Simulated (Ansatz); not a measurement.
`N=C(N)[Se][SiH3]` + `ClB[TeH]` → `[SiH3][Se]BCl` + `N=C(N)[TeH]`  (redistribution)

Calculated with Ansatz (gas phase, PBE0-D4/def2-TZVP geometries, no zero-point term in ΔE). CBS: MP2 limit from def2 TZ/QZ plus the TZ coupled-cluster correction, frozen cores. Functionals use def2-TZVPP. Elements past krypton have def2 core potentials. For Se, Te outer-core shells are correlated without core-valence functions, which leaves a few kJ/mol of doubt a bond. Scalar relativity is left out up to krypton. Each species was taken in one conformer, which may not be the lowest.

```json
{"level": "PBE0", "ΔE (kcal/mol)": "-2.8"}
{"level": "SCS-MP2/def2-TZVPP", "ΔE (kcal/mol)": "-3.4"}
```

What does CCSD(T)/CBS give? (An estimate is asked.)

Ansatz gave: -3.5 kcal/mol. The listed levels differ from it by 0.7, 0.1 kcal/mol.

Largest T1 diagnostic among the species: 0.014.
